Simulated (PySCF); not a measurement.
Computed IR spectrum (relative IR intensity) of a molecule CH6ClNSi. Geometry optimised at B3LYP-D3(BJ)/def2-SVP. One conformer was computed; it need not be the lowest. Method: B3LYP-D3(BJ)/def2-SVP (PySCF). Frequencies are harmonic and unscaled.

Lines under 2 % of the strongest are left out, and lines within 2 cm⁻¹ are merged.

ν (cm⁻¹): 187 (vw), 210 (vw), 255 (vw), 296 (w), 461 (s), 504 (vs), 641 (w), 699 (m), 768 (vw), 835 (w), 880 (vs), 896 (m), 928 (vs), 1276 (w), 1431 (vw), 1549 (m), 2256 (s), 3125 (vw), 3557 (w), 3647 (w) (against the strongest line: vs over 80 %, s over 45 %, m over 15 %, w over 4 %, vw less)

**Question.** Identify the compound among the candidates.
A) C[SiH](N)Cl
B) CN[SiH2]Cl
C) NC[SiH2]Cl

**Answer.** A, C[SiH](N)Cl
